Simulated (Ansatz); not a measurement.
The cluster Cu2Te: single points at one geometry.

```yaml
crystal:
  periodic: [false, false, false]
  atoms:
    - {symbol: Cu, position_ang: [1.400305, -0.374264, -0.355469]}
    - {symbol: Cu, position_ang: [-1.148446, 0.118455, -0.944353]}
    - {symbol: Te, position_ang: [-0.251859, 0.255799, 1.299811]}
basis:
  gaussian: {orbitals: def2-TZVP, initial_orbitals: start.molden}
hamiltonian: {xc: {name: BLYP}, dispersion: d4}
scf: {omitted_lower_state_checks: [starts]}
output: {orbitals: {seedname: orbitals}}
```

The file start.molden holds the orbitals of an earlier run on this structure, at another level or in another basis.

```sh
$ ansatz run in.yaml --threads 2 --pin off --events-out ev --progress --plain --max-ram 22528MiB --backend cpu
```

Shortened log:

```
Functional definition: BLYP
1292 factors; their error is unknown
mean field evaluation 1: about -96581.0212 eV, gradient 1.3e1 eV
mean field evaluation 2: about -96581.3582 eV, gradient 6.9e-1 eV
mean field evaluation 4: about -96581.1889 eV, gradient 5.2e-1 eV
mean field evaluation 8: about -96581.1890 eV, gradient 1.8e-5 eV
mean field -96581.18897382 eV, -3549.2932297067 hartree, gradient 1.8e-5 eV, S^2 0.000000; 0 other end points of the search recorded, 0 dependent functions left out
reference -96581.18925201 eV, -3549.2932399301 hartree; 41, 41 occupied and 99, 99 virtual orbitals, 1292 factors
Total energy: -96581.42649540 eV, -3549.3019584637 hartree
Checks for a lower state left out: starts
```

Hardware: 2 threads of AMD EPYC 7R13 on a shared host. Wall time 2.4 s.

First input, but with `gaussian: {orbitals: def2-TZVPP, initial_orbitals: start.molden}`, `correlation: {method: ccsd_t, frozen_orbitals: {Cu: 9, Te: 4}}` and without the key `hamiltonian` (abridged; 3.1 s, on the card):

```
Functional definition: HF
mean field -96462.55946813 eV, -3544.9336757827 hartree, gradient 1.4e-6 eV, S^2 0.000000
22 core orbitals not correlated: weight in the atoms' cores, before any rotation towards them, 1.000 or more for the frozen orbitals, at most 0.000 for the correlated occupied ones
second order -40.25384223 eV of doubles, -0.00000000 eV of singles
cycle   1  -33.62728481 eV  change     6.6e0 eV  update   2.6e-1
cycle   2  -35.45518948 eV  change    -1.8e0 eV  update   1.7e-1
cycle   3  -35.82247321 eV  change   -3.7e-1 eV  update   4.8e-2
cycle   4  -35.80705247 eV  change    1.5e-2 eV  update   2.6e-2
cycle   5  -35.73728861 eV  change    7.0e-2 eV  update   1.3e-2
cycle   6  -35.72933474 eV  change    8.0e-3 eV  update   6.6e-3
cycle   7  -35.74498093 eV  change   -1.6e-2 eV  update   4.5e-3
cycle   8  -35.74536791 eV  change   -3.9e-4 eV  update   2.4e-3
cycle   9  -35.74326249 eV  change    2.1e-3 eV  update   1.2e-3
cycle  10  -35.74516915 eV  change   -1.9e-3 eV  update   6.6e-4
cycle  11  -35.74523130 eV  change   -6.2e-5 eV  update   4.0e-4
cycle  12  -35.74390636 eV  change    1.3e-3 eV  update   2.0e-4
cycle  13  -35.74405228 eV  change   -1.5e-4 eV  update   1.2e-4
cycle  14  -35.74411667 eV  change   -6.4e-5 eV  update   5.5e-5
cycle  15  -35.74407129 eV  change    4.5e-5 eV  update   2.1e-5
perturbative correction -1.48440341 eV, -0.0545508191 hartree
Total energy: -96499.78794283 eV, -3546.3017969936 hartree
Checks for a lower state left out: starts
```

First input, but with `hamiltonian: {xc: {name: PBE-QIDH}}`, `correlation: {frozen_orbitals: {Cu: 9, Te: 4}}` and without the key `output` (abridged; 6.5 s):

```
Functional definition: PBE-QIDH
mean field -96530.56405989 eV, -3547.4327984347 hartree, gradient 6.8e-6 eV, S^2 0.000000
22 core orbitals not correlated: weight in the atoms' cores, before any rotation towards them, 1.000 or more for the frozen orbitals, at most 0.000 for the correlated occupied ones
second order -40.33889260 eV of doubles, -0.00000000 eV of singles
Total energy: -96544.01036970 eV, -3547.9269412058 hartree
Checks for a lower state left out: starts
```

First input, but with `hamiltonian: {xc: r2scan, dispersion: d4}` (abridged; 4.5 s):

```
Functional definition: r2SCAN
mean field -96579.15192721 eV, -3549.2183696245 hartree, gradient 2.2e-5 eV, S^2 0.000000
Total energy: -96579.17159811 eV, -3549.2190925170 hartree
Checks for a lower state left out: starts
```

The first input with `hamiltonian: {xc: pbe0, dispersion: d4}` (abridged; 4.8 s):

```
Functional definition: PBE0
mean field -96564.00688628 eV, -3548.6617996359 hartree, gradient 3.5e-5 eV, S^2 0.000000
Total energy: -96564.10421872 eV, -3548.6653765373 hartree
Checks for a lower state left out: starts
```

As the first input, with `hamiltonian: {xc: pbe, dispersion: d4}`, `output: {forces: true, orbitals: {seedname: orbitals}}` (abridged; 2.7 s):

```
Functional definition: PBE
mean field -96563.87648019 eV, -3548.6570073005 hartree, gradient 1.2e-5 eV, S^2 0.000000
Total energy: -96563.99187818 eV, -3548.6612480985 hartree
Atom 0 force    -0.306061     0.076537     0.043180 eV/Å
Atom 1 force     0.259438    -0.034300     0.163894 eV/Å
Atom 2 force     0.046623    -0.042237    -0.207074 eV/Å
Dipole moment:     0.139227    -0.141366    -0.718268 e Å
Checks for a lower state left out: starts
```

Geometry: B3LYP-D4/def2-TZVP.

In the def2 sets Te takes a core potential; there is no spin–orbit coupling. Correlated methods freeze 22 core orbitals; core or outer-core shells of Te are correlated, in sets that lack core-valence functions. The structure comes from a short search, and lower isomers may exist.
